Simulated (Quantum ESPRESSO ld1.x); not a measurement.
Co XXIII, configuration [He] 2s2 2p1. Method: scalar-relativistic Kohn-Sham, relativistic LDA (MacDonald-Vosko exchange, VWN5 correlation), spin-unpolarised, spherical densities, point nucleus; computed with ld1.x of Quantum ESPRESSO 7.5. Some entries of the table are withheld. Estimate them.

orbital  occ.  eigenvalue (eV)  <r> (bohr)  <r^2> (bohr^2)
1s          2              (1)     0.05608        0.004222
2s          2         -1967.88         (2)             (3)
2p          1              (4)         (5)             (6)

Answer. 
(1) 1s eigenvalue (eV): -8898.85
(2) 2s <r> (bohr): 0.2357
(3) 2s <r^2> (bohr^2): 0.06499
(4) 2p eigenvalue (eV): -1889.09
(5) 2p <r> (bohr): 0.2021
(6) 2p <r^2> (bohr^2): 0.04930
